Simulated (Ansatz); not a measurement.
```xyz
11

F    -0.5015    2.1470    2.1930
Al   -0.2349    1.0072    1.0323
C    -1.3545   -0.3780    0.2307
Si    0.1814   -0.7819   -0.8102
C     1.3178    0.5395   -0.0565
H    -2.2228   -0.0472   -0.3444
H    -1.6831   -1.1873    0.8878
H     0.6812   -2.1643   -0.5759
H    -0.0483   -0.5682   -2.2652
H     1.6766    1.2915   -0.7634
H     2.1881    0.1418    0.4719
```

Charge 0, multiplicity 1.

Question: List the ωB97M-V/def2-TZVPP orbital energies in eV (Ansatz 0.2.0). (Estimate.)

Answer: Ansatz gave: Occupied: -1806.79, -1532.22, -676.64, -280.68, -280.68, -147.85, -116.82, -101.97, -101.96, -101.95, -76.50, -76.32, -76.28, -34.78, -22.44, -21.04, -16.62, -15.66, -14.43, -14.18, -14.11, -14.05, -13.56, -11.55, -11.07, -10.14, -9.87. Lowest empty: 0.74, 1.20, 2.01, 2.38, 2.82, 3.09, 3.55, 4.39.
